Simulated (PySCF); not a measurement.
How the method moves the HOMO and LUMO of `C=C(F)/C(F)=C/C`

Species: C5H6F2.
Structure used (PBE0-D3(BJ)/def2-SVP), in Å, numbered top down from 1:
```
atom  x, y, z in Å
C1    -2.5528   -0.4826   -0.6369
C2    -1.4230    0.2241   -0.5964
F3    -1.3475    1.4365   -1.1500
C4    -0.1724   -0.1993    0.0287
F5    -0.2469   -1.4143    0.5846
C6     0.9584    0.5134    0.0709
C7     2.2185    0.0680    0.7238
H8    -3.4380   -0.0780   -1.1283
H9    -2.5885   -1.4674   -0.1747
H10    0.9245    1.4908   -0.4152
H11    3.0588    0.0810    0.0107
H12    2.4949    0.7483    1.5468
H13    2.1245   -0.9464    1.1329
```

Basis pcSseg-1 throughout (PySCF), one geometry. One conformer (not necessarily the lowest) at the PBE0-D3(BJ)/def2-SVP geometry, without solvent, vibrations or thermal averaging.

Q: How do the orbital energies, the gap and the dipole change with the method?

A: 
| method | kind | HOMO (eV) | LUMO (eV) | gap (eV) | μ (D) | SCF cycles |
| --- | --- | --- | --- | --- | --- | --- |
| BLYP | GGA | -5.62 | -1.69 | 3.93 | 0.76 | 15 |
| B97-D | GGA | -5.73 | -1.76 | 3.97 | 0.76 | 15 |
| KT3 | GGA | -5.77 | -1.78 | 4.00 | 0.73 | 15 |
| KT2 | GGA | -5.79 | -1.81 | 3.98 | 0.78 | 15 |
| BP86 | GGA | -5.88 | -1.94 | 3.94 | 0.79 | 14 |
| B3LYP | global hybrid | -6.66 | -1.17 | 5.49 | 0.74 | 14 |
| CAM-B3LYP | range-separated hybrid | -8.11 | 0.14 | 8.25 | 0.72 | 12 |
| wB97X-D | range-separated hybrid | -8.64 | 0.75 | 9.40 | 0.73 | 12 |

The HOMO spans 3.03 eV, from BLYP down to wB97X-D, and the gap runs from 3.93 eV (BLYP) to 9.40 eV (wB97X-D). The dipole ranges from 0.72 D (CAM-B3LYP) to 0.79 D (BP86). This basis has no diffuse functions.
